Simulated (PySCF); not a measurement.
Ga(NH2)3 (GaH6N3), SMILES [NH2][Ga]([NH2])[NH2].

Coordinates come from a PBE-D3(BJ)/def2-SVP optimisation. The structure was generated by enumeration; whether it is a known compound was not checked. One conformer was computed; it need not be the lowest.

Level of theory: PBE0/def2-TZVP (PySCF).

Gas-phase values at a fixed geometry.

Computed frontier levels, gap, dipole moment and polarisability:
| Item | Value |
|---|---|
| highest occupied level | -6.84 eV |
| lowest empty level | 0.04 eV |
| orbital gap | 6.88 eV |
| dipole moment | 0.87 D |
| quadrupole, principal values (traceless, Buckingham form, about the centre of nuclear charge) | -10.78, 3.58, 7.20 D·Å |
| mean static polarisability | 50.1 bohr³ (7.42 Å³) |
| polarisability, principal values | 39.9, 55.0, 55.3 bohr³ |
